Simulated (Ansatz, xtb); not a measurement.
C4H9BN2: 4 structures ranked

4 gas-phase structures of C4H9BN2, from a drawn sample of its isomers (lower ones may exist). Each was relaxed with GFN2-xTB; where two conformers were screened, the lower at r2SCAN-D4/def2-SVP is listed:

A. `B1NCC2(CC2)N1`, a singlet
B. `C=CN1BNCC1`, a singlet
C. `C=CB1NCCN1`, a singlet
D. `C=C[C@@H]1CNBN1`, a singlet

Q: Make a reasoned guess at their ranking by r2SCAN-D4/def2-SVP single-point energy.

A: Calculated order at r2SCAN-D4/def2-SVP: C (0.0), B (1.6), D (6.8), A (8.3) kcal/mol.

Energies above the lowest of each column, in kcal/mol; the last columns are at PBE0-D3(BJ)/def2-SVP geometries:

```csv
structure,GFN2-xTB,HF/STO-3G,r2SCAN-D4/def2-SVP,PBE0-D3(BJ)/def2-SVP,CCSD(T)/def2-SVP + ΔMP2/def2-TZVPP
C,19.5,0.0,0.0,0.0,0.0
B,0.0,2.5,1.6,2.5,5.8
D,10.9,8.2,6.8,6.7,6.3
A,2.0,0.6,8.3,7.2,14.5
```

CCSD(T)/def2-SVP + ΔMP2/def2-TZVPP puts C lowest; GFN2-xTB picks B. Flexible structures stand in one conformer each, not always the lowest. ΔMP2 is the change of the MP2 energy from the smaller to the larger basis.

Over these structures GFN2-xTB departs from r2SCAN-D4/def2-SVP by 7.9 kcal/mol on average once a common shift is removed. A GFN2-xTB relaxation took about 0.13 s and the r2SCAN-D4/def2-SVP energy about 1.9 s on a shared host (Ansatz 0.2.0, xtb 6.7.1).
